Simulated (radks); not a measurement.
Results of a calculation; reference values are marked as such.
Task: Neutral gadolinium: order these configurations by energy. Level of theory: Dirac Kohn-Sham, relativistic LDA (MacDonald-Vosko exchange, VWN5 correlation), spin-unpolarised, spherical densities, finite nucleus; Fermi nuclear charge, rms radius of each element as measured or else 0.836 A^(1/3) + 0.57 fm (a radial shooting solver on a logarithmic mesh with Libxc functionals). Sub-shells are occupied by j as written (lower j first in brackets). [Xe] 4f(5/2: 5, 7/2: 2) 5d(3/2: 1, 5/2: 0) 6s2; [Xe] 4f(5/2: 5, 7/2: 2) 6s2 6p(1/2: 1, 3/2: 0); [Xe] 4f(5/2: 6, 7/2: 1) 5d(3/2: 1, 5/2: 0) 6s1 6p(1/2: 1, 3/2: 0); [Xe] 4f(5/2: 6, 7/2: 1) 5d(3/2: 1, 5/2: 0) 6s2; [Xe] 4f(5/2: 6, 7/2: 1) 5d(3/2: 2, 5/2: 0) 6s1; [Xe] 4f(5/2: 6, 7/2: 1) 6s2 6p(1/2: 1, 3/2: 0); [Xe] 4f(5/2: 6, 7/2: 2) 5d(3/2: 1, 5/2: 0) 6s1; [Xe] 4f(5/2: 6, 7/2: 2) 6s2.

Result: From the lowest, in eV above it: [Xe] 4f(5/2: 6, 7/2: 2) 6s2 0.000; [Xe] 4f(5/2: 6, 7/2: 2) 5d(3/2: 1, 5/2: 0) 6s1 2.204; [Xe] 4f(5/2: 6, 7/2: 1) 5d(3/2: 1, 5/2: 0) 6s2 3.253; [Xe] 4f(5/2: 5, 7/2: 2) 5d(3/2: 1, 5/2: 0) 6s2 4.010; [Xe] 4f(5/2: 6, 7/2: 1) 5d(3/2: 2, 5/2: 0) 6s1 4.882; [Xe] 4f(5/2: 6, 7/2: 1) 6s2 6p(1/2: 1, 3/2: 0) 5.123; [Xe] 4f(5/2: 5, 7/2: 2) 6s2 6p(1/2: 1, 3/2: 0) 5.882; [Xe] 4f(5/2: 6, 7/2: 1) 5d(3/2: 1, 5/2: 0) 6s1 6p(1/2: 1, 3/2: 0) 5.982.
